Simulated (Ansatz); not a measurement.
A structure relaxed at PBE0-D4/def2-TZVP, charge 0, multiplicity 1:

```xyz
15

C    -0.8994   -1.6927    1.3882
O    -1.0424   -1.4224    0.0108
Si   -0.1288   -0.3604   -0.8145
O     1.4274   -0.8091   -1.0004
O    -0.7978   -0.2234   -2.2918
O    -0.0816    1.0310    0.0139
Si    0.8624    2.3427    0.2893
H     0.0764   -2.1389    1.6054
H    -1.6782   -2.3992    1.6786
H    -1.0101   -0.7816    1.9841
H     1.6139   -1.4700   -1.6681
H    -1.7501   -0.3154   -2.3431
H    -0.0120    3.4288    0.7975
H     1.5287    2.7875   -0.9614
H     1.8916    2.0231    1.3113
```

Give its formula and SMILES.

CH8O4Si2, `CO[Si](O)(O)O[SiH3]`.

Point group (tolerance 0.08 Å, 0.16 Å for H)?

C1.

Summarise the bond lengths by kind.

1 × C–O 1.411 Å; 3 × C–H 1.091 to 1.095 Å; 5 × O–Si 1.620 to 1.639 Å; 2 × H–O 0.958 Å; 3 × H–Si 1.484 to 1.485 Å.

Computed with Ansatz.
